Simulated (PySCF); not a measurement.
## Nickel: a sound run and one with changed settings

Sound run: Ni [Ar] 3d8 4s2, Ni⁺ [Ar] 3d9. Computed with PySCF 2.14 in x2c-TZVPall (6s5p4d1f, 48 functions), with the spin-free X2C one-electron Hamiltonian (Gaussian nucleus). The sound run starts from symmetry-adapted Hartree-Fock orbitals and uses a fine grid where one is needed.

Changed run: initial guess 1e, at most 50 SCF cycles, level shift 0.5 hartree.

```csv
species,method,sound run (hartree),changed run (hartree),converged
Ni,UHF,-1519.08742,-1519.02366,yes
Ni,M06-L,-1520.47907,-1520.48059,no
Ni,PBE0,-1520.31285,-1520.31494,yes
Ni⁺,UHF,-1518.78573,-1518.78570,no
Ni⁺,M06-L,-1520.18932,-1520.18823,no
Ni⁺,PBE0,-1520.02609,-1520.02663,no
```

The plain start fixes occupations by D2h representation alone, and Ni at UHF, Ni at PBE0 landed in another state (other ⟨L²⟩ or ⟨S²⟩). A level shift slows the SCF but leaves a converged energy unchanged.
